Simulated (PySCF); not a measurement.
## Electron correlation in O+ (oxygen, charge +1)

[He] 2s2 2p2 3d1, one real determinant (an excited configuration). Computed with PySCF 2.14 in aug-cc-pVTZ with one added diffuse shell each of s, p, d, f type (6s5p4d3f, 62 functions), with the non-relativistic Hamiltonian (point nucleus). Frozen: 1s2; 5 electrons correlated.

MP2 pair energies summed by pair of shells (mhartree):

```
 pair  energy  share (%)
2s-2p  -45.68       55.8
2s-2s  -21.97       26.8
2p-2p   -7.61        9.3
2s-3d   -5.02        6.1
2p-3d   -1.64        2.0
```

Total MP2 correlation energy: -81.92 mhartree.

Same-spin part -15.71 and opposite-spin part -66.22 mhartree; SCS-MP2 scales them by 1/3 and 6/5 to -84.70 mhartree.

The reference is one real determinant that mixes LS terms of this configuration.
